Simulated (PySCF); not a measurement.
Isomers of C8H7FO2. Computed with PySCF, PBE0-D3(BJ)/def2-SVP geometry optimisation, gas phase. One conformer each; no zero-point energy, no entropy. No frequencies were run at this level. Point groups hold within 0.08 Å.

Task: Order them by energy at this level, lowest first, and give relative energies in kcal/mol.
A. `[O:1]=[C:2]([OH:3])[CH2:4][c:5]1[cH:6][cH:7][c:8]([F:9])[cH:10][cH:11]1` with O1–C2–O3–H 0°, O1–C2–C4–C5 -5°, C2–C4–C5–C6 -90°
B. `[CH3:1][O:2][c:3]1[cH:4][cH:5][c:6]([C:7](=[O:8])[F:9])[cH:10][cH:11]1` with C1–O2–C3–C4 180°, C5–C6–C7–O8 180°
C. `[O:1]=[C:2]([OH:3])[CH2:4][c:5]1[cH:6][cH:7][cH:8][cH:9][c:10]1[F:11]` with O1–C2–O3–H 0°, O1–C2–C4–C5 -2°, C2–C4–C5–C6 -106°
D. `[CH3:1][O:2][c:3]1[cH:4][cH:5][cH:6][c:7]([C:8](=[O:9])[F:10])[cH:11]1` with C1–O2–C3–C4 180°, C6–C7–C8–O9 -179°
E. `[CH3:1][O:2][C:3](=[O:4])[c:5]1[cH:6][cH:7][c:8]([F:9])[cH:10][cH:11]1` with C1–O2–C3–O4 0°, O2–C3–C5–C6 -179°

Result: C (0.0), A (1.4), E (7.3), B (9.0), D (10.4).

As drawn, the lowest has an O–H bond and a C(=O)–O unit, which the highest lacks. Neighbours under 2.5 kcal/mol apart (O=C(O)Cc1ccccc1F and O=C(O)Cc1ccc(F)cc1; COC(=O)c1ccc(F)cc1 and COc1ccc(C(=O)F)cc1; COc1ccc(C(=O)F)cc1 and COc1cccc(C(=O)F)c1) can change places with a better method, another conformer or zero-point energy.

| SMILES | E (Eh) | E rel (kcal/mol) | dipole (D) | point group | A, B, C (MHz) |
| --- | --- | --- | --- | --- | --- |
| O=C(O)Cc1ccccc1F | -558.36960 | 0.0 | 1.66 | C1 | 2250, 755.2, 645.8 |
| O=C(O)Cc1ccc(F)cc1 | -558.36740 | 1.4 | 2.59 | near Cs | 3309, 526.4, 511.2 |
| COC(=O)c1ccc(F)cc1 | -558.35792 | 7.3 | 1.78 | near Cs | 3481, 568.3, 490.1 |
| COc1ccc(C(=O)F)cc1 | -558.35522 | 9.0 | 4.96 | Cs | 3474, 563.4, 486.3 |
| COc1cccc(C(=O)F)c1 | -558.35310 | 10.4 | 3.01 | – | 1922, 764.2, 548.7 |

Task: As an exercise, what shares would exp(−E/RT) give at 2000 K from these electronic energies alone (no entropy, no degeneracies)?

Result: RT = 3.974 kcal/mol: O=C(O)Cc1ccccc1F 49.0 %, O=C(O)Cc1ccc(F)cc1 34.6 %, COC(=O)c1ccc(F)cc1 7.7 %, COc1ccc(C(=O)F)cc1 5.1 %, COc1cccc(C(=O)F)c1 3.6 %.
